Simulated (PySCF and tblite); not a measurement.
1,2‐dimethoxybenzene, C8H10O2, numbered as in [CH3:1][O:2][c:3]1[cH:4][cH:5][cH:6][cH:7][c:8]1[O:9][CH3:10]. Conformers came from 90 starts (ETKDG and KDG, MMFF94s, GFN2-xTB); geometries are PBE0-D3(BJ)/def2-SVP. Energies: B3LYP-D3(BJ)/def2-SVPD (IEF-PCM, chloroform), with GFN2-xTB thermal terms (modes under about 100 cm⁻¹ blended into free rotors). Symmetry numbers and mirror images are counted. Conformers within 3 kcal/mol (GFN2-xTB free energy) were kept, 7 at most. GIAO shieldings: WP04/pcSseg-1 (IEF-PCM, chloroform). Couplings: B3LYP/pcSseg-1 with pcJ-1 on H (gas phase; spin-dipole term only for pairs with B, N, F, Si or P). Shifts are against TMS (¹H), TMS (¹³C) at the same level. Programs: PySCF with density fitting and tblite.

Torsions listed: C1–O2–C3–C4, C3–C8–O9–C10. Of a mirror pair one member is shown.

Two conformers hold nearly all the population. I: 122°, 179°; δ(C4/C7) = 122.70 ppm. II: -2°, -178°; δ(C4/C7) = 115.05 ppm. The average over the ensemble at 298.15 K is 116.07 ppm.

**Question.** What populations and free-energy difference follow from a two-state model?

**Answer.** p(I) = (116.07 − 115.05)/(122.70 − 115.05) = 0.13, so K = p(II)/p(I) = 6.50 and G(II) − G(I) = −RT ln K = -1.11 kcal/mol. One of the two counts twice, as a mirror pair, which this difference holds. The weights computed directly are 12.8 % and 86.9 %, with 0.3 % in minor conformers.

Thermal terms of a conformer that GFN2-xTB lacks, or places elsewhere, come from the nearest GFN2-xTB minimum; such a conformer stays in the set even outside the window.
